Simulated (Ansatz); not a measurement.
Geometry optimisation, Ansatz, UKS PBE-D4/def2-SVP.

Input:

```yaml
crystal:
  periodic: [false, false, false]
  atoms:
    - { symbol: Al, position_ang: [0.62112, -1.01063, 0.13002] }
    - { symbol: Sb, position_ang: [-0.80813, 1.21338, 0.3124] }
    - { symbol: H, position_ang: [1.02975, -1.99779, 1.3395] }
    - { symbol: H, position_ang: [0.3921, 1.21648, 1.59431] }
    - { symbol: H, position_ang: [-1.58127, -0.02624, 1.28401] }
magnetization:
  spin_polarized: true
  initial_magnetization: 1
basis:
  gaussian: { orbitals: def2-SVP }
hamiltonian:
  xc: pbe
  dispersion: d4
relax:
  f_tol: 0.015
  max_steps: 40
output:
  orbitals: {}
```

Command:

```bash
$ ansatz run input.yaml --threads 1 --pin off --max-ram 2048MiB --backend cpu --events-out ev --progress --plain --runs-dir out
```

Where does it end, and by what steps?

The forces met the threshold. The force dipped under the threshold on the way, but the program's further checks kept it going. After 19 steps the energy has fallen by 0.226 eV; H3 moved furthest, 1.01 Å.

```tsv
step	energy less start (eV)	largest force component (eV/Å)	accepted
0	0.0000	0.677	yes
1	-0.1033	0.226	yes
2	-0.1128	0.113	yes
3	-0.1212	0.045	yes
4	-0.1228	0.038	yes
5	-0.1232	0.008	yes
6	-0.1233	0.006	yes
7	-0.1235	0.013	yes
8	-0.1237	0.237	yes
9	-0.1474	0.144	yes
10	-0.1525	0.194	yes
11	-0.1615	0.290	yes
12	-0.1624	0.492	yes
13	-0.1851	0.382	yes
14	-0.2139	0.139	yes
15	-0.2215	0.091	yes
16	-0.2060	0.186	no
17	-0.2241	0.144	yes
18	-0.2260	0.026	yes
19	-0.2261	0.007	yes
```

```xyz
5
Properties=species:S:1:pos:R:3
Al 1.159 -1.020 0.779
Sb -0.760 0.825 0.307
H 0.692 -2.568 0.578
H 0.078 1.998 1.271
H -1.515 0.159 1.726
```

Whether the end is a true minimum wasn't checked by a vibrational analysis.

Run time: 53 s on 1 thread of Intel(R) Xeon(R) Processor @ 2.70GHz, on a shared host, peak memory 0.14 GiB.
